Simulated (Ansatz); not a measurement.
Reaction (isomerisation): `CC(C)O[Si]F` → `C=C[Si](C)(O)F`

Program: Ansatz. Geometries: PBE0-D4/def2-TZVP. ΔE: electronic, gas phase. CCSD(T)/CBS adds triple-zeta CCSD(T) − MP2 to the extrapolated MP2 energy (def2 sets, frozen cores). DFT in def2-TZVPP. B3LYP here is the variant with VWN-RPA as its local correlation; programs differ in this. Each species was taken in one conformer, which may not be the lowest.

`CC(C)O[Si]F`:

Cartesian coordinates in Å:
```
C 1.375 0.483 -0.218
C -0.083 0.114 -0.055
C -0.455 -1.140 -0.815
O -0.338 -0.109 1.336
Si -1.322 0.602 2.419
F -2.053 1.749 1.533
H 2.014 -0.324 0.146
H 1.605 0.660 -1.271
H 1.611 1.390 0.341
H -0.710 0.945 -0.392
H -0.272 -1.005 -1.883
H 0.140 -1.987 -0.464
H -1.511 -1.379 -0.676
```

`C=C[Si](C)(O)F`:

Z-matrix (Å, degrees):
```
Si
C 1 1.853
O 1 1.638 2 110.9
C 1 1.845 2 114.6 3 121.6
F 1 1.605 2 106.0 3 -118.8
C 2 1.331 1 122.9 3 -17.9
H 2 1.089 1 119.1 3 163.0
H 3 0.958 1 117.7 2 -56.5
H 4 1.092 1 110.5 2 177.1
H 4 1.092 1 110.5 2 -63.0
H 4 1.092 1 110.8 2 57.0
H 6 1.087 2 121.6 1 0.5
H 6 1.087 2 122.4 1 -179.3
```

```csv
level,ΔE (kcal/mol),difference from CCSD(T)/CBS
PBE-D4,-23.3,4.8
r2SCAN-D4,-29.0,-0.9
PBE0-D4,-25.6,2.5
B3LYP-D4,-25.5,2.6
ωB97X-V,-25.1,3.0
ωB97M-V,-24.4,3.7
B2PLYP,-26.6,1.5
PBE,-23.2,4.9
r2SCAN,-29.0,-0.9
PBE0,-25.5,2.6
B3LYP,-25.3,2.8
HF/def2-TZVPP,-30.5,-2.4
MP2/def2-TZVPP,-28.7,-0.6
SCS-MP2/def2-TZVPP,-27.7,0.4
CCSD/def2-TZVPP,-26.9,1.2
CCSD(T)/def2-TZVPP,-26.9,1.2
HF/def2-QZVPP,-30.4,-2.3
MP2/def2-QZVPP,-29.4,-1.3
SCS-MP2/def2-QZVPP,-28.7,-0.6
HF/CBS(def2),-30.4,-2.3
MP2/CBS(def2),-29.9,-1.8
CCSD/CBS(def2),-28.2,-0.1
CCSD(T)/CBS,-28.1,0
```

Largest T1 diagnostic among the species: 0.013.

From PBE to PBE0 (25 % exact exchange), in def2-TZVPP and without D4, ΔE moves by −2.3 kcal/mol. In def2-TZVPP, CCSD(T) changes the Hartree–Fock value by +3.7 kcal/mol (the triples alone add +0.1 kcal/mol) and MP2 by +1.8 kcal/mol.
